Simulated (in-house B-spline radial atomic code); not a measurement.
## Ionising Rh7+ with different functionals

Computed with a B-spline radial code for spherical atoms: scalar-relativistic (spin-free X2C) Hamiltonian, Fermi nucleus of rms radius 4.4945 fm, spin-polarised at highest spin, spherical fractional occupations for the functionals, and exact exchange of hybrids averaged over the configuration. The ionisation energy is the difference of two self-consistent energies, [Kr] 4d2 → [Kr] 4d1, without Breit or QED terms; ε is the level of the shell that loses the electron (its least bound occupied spin orbital). There is no spin-orbit coupling in this Hamiltonian.

```csv
method,rung,ΔSCF (eV),-ε(4d) (eV)
PBE0,global hybrid,?,?
B3LYP,global hybrid,116.34,109.09
TPSSh,global hybrid,116.24,108.06
BHandHLYP,global hybrid,116.15,111.85
r2SCAN0,global hybrid,116.22,109.61
B97-1,global hybrid,116.23,109.07
HSE06,range-separated hybrid,?,?
wB97X,range-separated hybrid,116.07,111.98
CAM-B3LYP,range-separated hybrid,116.30,111.05
LC-wPBE,range-separated hybrid,116.41,112.51
```

What does HSE06 give?

ΔSCF 116.31 eV, and -ε(4d) = 109.16 eV.

What does PBE0 give?

ΔSCF 116.35 eV, and -ε(4d) = 109.62 eV.

Among the functionals, which spreads more, the ΔSCF values or the orbital energies?

The orbital energies: ΔSCF values span about 0.34 eV and the orbital energies 4.45 eV; here energy differences depend much less on the functional than eigenvalues do.

How do they compare with the NIST value?

NIST lists 115 eV ± 2.1 (tabulated theory, ground level to ground level). Errors run from +0.97 to +1.31 eV; all lie within about twice that uncertainty, so the table can't rank the methods.
